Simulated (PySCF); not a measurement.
Species: methanetetracarbonitrile, C5N4.
Atom-mapped SMILES: `[N:1]#[C:2][C:3]([C:4]#[N:5])([C:6]#[N:7])[C:8]#[N:9]`

Linear response at B3LYP/def2-SVPD (PySCF, frozen core in the response, non-relativistic). Geometry: PBE0-D3(BJ)/def2-SVP; no solvent, vibrations or thermal averaging.

Static isotropic polarisability: 69.24 au (10.26 Å³), principal values 69.2, 69.2, 69.3 au.

(1) What is the polarisability at 1064 nm and at the sodium D line?

(2) What is the isotropic C6 coefficient between two such molecules, C6 = (3/π)∫α(iω)² dω?

(3) Which effective excitation energy ω̄ makes London's formula C6 = (3/4)α²ω̄ exact here?

(4) What molar refraction at the D line follows from R = (4π/3)·N_A·α′, with α′ the polarisability volume?

(5) What n − 1 at the D line would an ideal gas of it have at 273.15 K and 1 atm (2.6868 × 10¹⁹ cm⁻³), by n − 1 = 2π·N·α′?

(6) The lowest 6 singlets have (eV, f): 7.21, 0.000; 7.30, 0.000; 7.30, 0.000; 7.30, 0.000; 7.46, 0.000; 7.46, 0.000. What share of the static polarisability do they carry in the sum over states α = Σ f/ω²?

(7) How many electrons N does the Slater–Kirkwood formula C6 = (3/4)·√N·α^(3/2) need to give this C6?

(8) What three-body coefficient follows from the one-pole estimate C9 = (3/4)·α·C6?

(9) What does −C6/R⁶ come to at R = 8 Å between centres?

Results:

(1) 69.77 au at 1064 nm (+0.8 %), 70.99 au at 589.3 nm (+2.5 %). The rise at 589.3 nm is 3.34 times that at 1064 nm; a pure ω² law gives 3.26. The lowest singlet lies at 172 nm, shorter than both wavelengths.

(2) 2040 au (Eh·bohr⁶) by a ten-point quadrature over imaginary frequencies, which is 1220 eV·Å⁶ or 118 J·nm⁶/mol.

(3) ω̄ = 4·C6/(3α²) = 0.567 Eh = 15.4 eV. A one-pole form α(ω) = α/(1 − ω²/ω̄²) fitted to the 1064 nm value gives 13.5 eV.

(4) α′ = 10.52 Å³ gives R = 26.53 cm³/mol, for isolated, non-vibrating species.

(5) 17.76 × 10⁻⁴, a formal value whether or not that pressure can be reached.

(6) 0.00 au, 0.0 % of α. Their oscillator strengths add up to 0.00. Higher states carry the rest.

(7) N = (4·C6/3)²/α³ = 22.3; the species has 58 electrons in all.

(8) 106000 au. This is an estimate from the two numbers above, not a computed integral.

(9) -450 J/mol. This is the leading, orientation-averaged term; C8 and higher terms are left out.
